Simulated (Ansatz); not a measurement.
`Cl[C@H](Br)[C@H](Cl)Br` + H₂ → `ClCBr` + `ClCBr` at 500 K and 1 bar (hydrogenolysis of a C–C bond).

Isolated molecules relaxed with PBE0-D4/def2-TZVP in Ansatz; ΔE leaves out vibrations. CBS: MP2 limit from def2 TZ/QZ plus the TZ coupled-cluster correction, frozen cores. This one scheme is used for every species. For Br outer-core shells are correlated without core-valence functions, which leaves a few kJ/mol of doubt a bond. Scalar relativity is left out up to krypton. One conformer a species, not always the lowest.

```csv
species,CCSD(T)/CBS energy (Eh),H − E (kJ/mol),S (J/(mol·K))
`Cl[C@H](Br)[C@H](Cl)Br`,-6143.49102,145.0,438.3
H₂,-1.17544,41.0,145.5
`ClCBr`,-3072.34323,100.3,318.2
`ClCBr`,-3072.34323,100.3,318.2
```

H − E and S are ideal-gas, rigid-rotor, harmonic terms from PBE0-D4/def2-TZVP, for one conformer and one mirror image of each species. The MP2-based limit puts H₂ 0.8 mEh under its directly extrapolated value; such offsets cancel only in part. 1 Eh = 2625.50 kJ/mol, R = 8.31446 J/(mol·K).

Problem. By hand: ΔE, ΔH, ΔS and ΔG.

Solution. ΔE = (-3072.34323) + (-3072.34323) − (-6143.49102) − (-1.17544) = -0.02000 Eh = -52.5 kJ/mol. Δ(H − E) = 100.3 + 100.3 − 145.0 − 41.0 = 14.6, so ΔH = -37.9 kJ/mol. ΔS = 318.2 + 318.2 − 438.3 − 145.5 = 52.6 J/(mol·K). ΔG = -37.9 − 500 × (52.6)/1000 = -64.2 kJ/mol.

Problem. By hand: the equilibrium constant, and the temperature at which ΔG would vanish if ΔH and ΔS stayed fixed.

Solution. log₁₀ K = −ΔG/(RT ln 10) = 6.7. ΔH and −TΔS have one sign here, so there is no such temperature.

TΔS isn't small against ΔH here. A doubt of 5 kJ/mol in ΔE shifts log₁₀ K by 0.5 here. Other conformers and mirror images would add mixing entropy, several J/(mol·K) or more a flexible species. Modes under 60 cm⁻¹, often nearly free rotors, make the harmonic entropy too high. These are equilibria of isolated gas molecules and say nothing of rates. Largest T1 diagnostic: 0.008 (customary marks: 0.02 for closed shells, 0.045 for open ones).
